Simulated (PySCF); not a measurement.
An equivalent PySCF input for Sb (antimony, neutral), [Kr] 4d10 5s2 5p3, high-spin 4S determinant, with the spin-free X2C one-electron Hamiltonian (Gaussian nucleus):

```python
from pyscf import gto, scf, dft, mp, cc
import basis_set_exchange as bse
mol = gto.M(atom="Sb 0 0 0", charge=0, spin=3, symmetry="D2h",
            basis=gto.basis.parse(bse.get_basis("x2c-SVPall", elements=["Sb"], fmt="nwchem", header=False)),
            nucmod="G")
mf = dft.UKS(mol, xc="TPSS").sfx2c1e()
mf.irrep_nelec = {'Ag': (9, 9), 'B1g': (2, 2), 'B2g': (2, 2), 'B3g': (2, 2), 'B1u': (4, 3), 'B2u': (4, 3), 'B3u': (4, 3)}
mf.kernel()
```

It reaches the same state as the run whose output follows, with an energy that differs only through the grid. The run itself started from symmetry-adapted Hartree-Fock orbitals and held the occupation by maximum overlap, on a logarithmic radial grid, so the iterations belong to that start.

```
SCF conv_tol = 1e-09
number electrons alpha = 27  beta = 24
XC functionals = TPSS
    J. Tao, J. P. Perdew, V. N. Staroverov, and G. E. Scuseria.,  Phys. Rev. Lett. 91, 146401 (2003)
    J. P. Perdew, J. Tao, V. N. Staroverov, and G. E. Scuseria.,  J. Chem. Phys. 120, 6898 (2004)
    J. Tao, J. P. Perdew, V. N. Staroverov, and G. E. Scuseria.,  Phys. Rev. Lett. 91, 146401 (2003)
    J. P. Perdew, J. Tao, V. N. Staroverov, and G. E. Scuseria.,  J. Chem. Phys. 120, 6898 (2004)
cycle= 1 E= -6479.72803498878  delta_E= -0.00446  |g|= 0.0113  |ddm|= 0.283
cycle= 2 E= -6479.72806610193  delta_E= -3.11e-05  |g|= 0.00315  |ddm|= 0.016
cycle= 3 E= -6479.72806903967  delta_E= -2.94e-06  |g|= 0.000707  |ddm|= 0.00569
cycle= 4 E= -6479.72806930543  delta_E= -2.66e-07  |g|= 7.03e-06  |ddm|= 0.00199
cycle= 5 E= -6479.72806930547  delta_E= -4.27e-11  |g|= 4.17e-08  |ddm|= 3.06e-05
converged SCF energy = -6479.72806930547  <S^2> = 3.7507079  2S+1 = 4.0003539
```
